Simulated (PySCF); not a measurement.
H₆NSi₂, SMILES [SiH3]N[SiH2] (connectivity only; charge and spin as stated), charge +1, multiplicity 1. Atoms are numbered in the order given.

```xyz
9

Si     0.1525     1.5865     0.0000
N     -0.6013     0.1187     0.0000
Si     0.1319    -1.5616     0.0000
H      1.6268     1.5982     0.0000
H     -0.6677     2.8128     0.0000
H     -1.6259     0.1350     0.0000
H     -0.3486    -2.2175     1.2392
H      1.5914    -1.2907     0.0000
H     -0.3486    -2.2175    -1.2392
```
Charge +1, spin multiplicity 1.

The structure is a stationary point at PBE0-D3(BJ)/def2-SVP. The multiplicity is an assumed one; other spin states were not compared. The isomer is the one that the SMILES or the coordinates give; other isomers of the formula were not compared.

These are TDDFT-M06-2X/def2-SVPD (PySCF 2.14.0) values and carry that method's errors.

Vertical excitations.  State labels are in the subgroup Cs.

| state | symmetry | energy (eV) | λ (nm) | f | main pairs |
|---|---|---|---|---|---|
| S1 | A' | 5.80 | 214 | 0.166 | HOMO→LUMO 95 % |
| S2 | A" | 6.39 | 194 | 0.000 | HOMO−1→LUMO 78 %, HOMO−3→LUMO 19 % |
| S3 | A" | 6.66 | 186 | 0.000 | HOMO−3→LUMO 71 %, HOMO−1→LUMO 20 % |
| S4 | A" | 7.41 | 167 | 0.002 | HOMO→LUMO+1 61 %, HOMO−4→LUMO 28 % |
| S5 | A' | 7.48 | 166 | 0.029 | HOMO−2→LUMO 94 % |
| S6 | A" | 7.57 | 164 | 0.009 | HOMO−4→LUMO 58 %, HOMO→LUMO+1 30 % |
| S7 | A' | 8.35 | 148 | 0.010 | HOMO−1→LUMO+1 83 % |
| S8 | A" | 8.37 | 148 | 0.022 | HOMO→LUMO+2 80 % |
| S9 | A" | 8.89 | 140 | 0.010 | HOMO−2→LUMO+1 41 %, HOMO→LUMO+6 26 %, HOMO→LUMO+5 18 % |
| S10 | A" | 9.28 | 134 | 0.000 | HOMO→LUMO+7 24 %, HOMO→LUMO+3 17 %, HOMO−1→LUMO+4 13 %, HOMO→LUMO+6 13 % |
| T1 | A' | 4.28 | 290 | 0 | HOMO→LUMO 71 %, HOMO−2→LUMO 27 % |
| T2 | A" | 6.10 | 203 | 0 | HOMO−3→LUMO 68 %, HOMO−1→LUMO 19 %, HOMO−4→LUMO 11 % |
| T3 | A" | 6.48 | 191 | 0 | HOMO−1→LUMO 78 %, HOMO−3→LUMO 15 % |
| T4 | A' | 6.96 | 178 | 0 | HOMO−2→LUMO 70 %, HOMO→LUMO 28 % |
Triplets are in the Tamm–Dancoff approximation, which puts them higher than full response would, so one can lie above its singlet here.
